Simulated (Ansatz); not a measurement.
Input for Ansatz (a program for electronic structure): R-PBE/def2-TZVPP on CH6BNO (SMILES CNBO), a point of a torsion scan.

Ansatz 0.2 input:
```yaml
crystal:
  periodic: [false, false, false]
  atoms:
    - {symbol: C, position_ang: [-0.98999688, 0.65870433, 0.00403621]}
    - {symbol: N, position_ang: [-0.52715312, -0.69737552, 0.23196057]}
    - {symbol: B, position_ang: [0.06784862, -1.15138611, 1.40865491]}
    - {symbol: O, position_ang: [0.22377535, -0.26239463, 2.42873969]}
    - {symbol: H, position_ang: [-0.16121758, 1.36430233, 0.09577633]}
    - {symbol: H, position_ang: [-1.74172227, 0.93154554, 0.74774523]}
    - {symbol: H, position_ang: [-1.42518390, 0.75090869, -0.98900727]}
    - {symbol: H, position_ang: [-0.65733727, -1.31664649, -0.54869920]}
    - {symbol: H, position_ang: [0.41065768, -2.27886096, 1.47976309]}
    - {symbol: H, position_ang: [0.63308068, -0.62013845, 3.21290226]}
basis:
  gaussian:
    orbitals: def2-TZVPP
hamiltonian:
  xc: {name: PBE}
scf: {lower_state_search: off}
```

Output:

```
WARN ansatz: RAYON_NUM_THREADS=1 ignored (pool sized by the plan → 1); use --threads N
Functional definition: PBE
these checks for a lower state are left out or cut short: stability, starts, cluster_reference, orbital_swaps, neighbouring_geometries, increment
integrals: 0.09 GiB planned
1009 factors; their error is unknown
mean field: 0.82 GiB planned
mean field evaluation 1: about -5331.5048 eV, gradient 8.6e1 eV
mean field evaluation 2: about -5291.6355 eV, gradient 1.6e2 eV
mean field evaluation 4: about -5345.7362 eV, gradient 9.6e0 eV
mean field evaluation 8: about -5345.9248 eV, gradient 3.2e-1 eV
mean field evaluation 16: about -5345.9089 eV, gradient 1.3e-4 eV
mean field -5345.90885265 eV, -196.4585267479 hartree, gradient 8.4e-6 eV, S^2 0.000000; 0 other end points of the search recorded, 0 dependent functions left out
reference -5345.90889521 eV, -196.4585283116 hartree; 16, 16 occupied and 192, 192 virtual orbitals, 1009 factors
Total energy: -5345.90889521 eV, -196.4585283116 hartree
Checks for a lower state left out: stability, starts, cluster_reference, orbital_swaps, neighbouring_geometries, increment
```

Self-consistency was reached.

Cost: roughly 2.7 core-seconds.
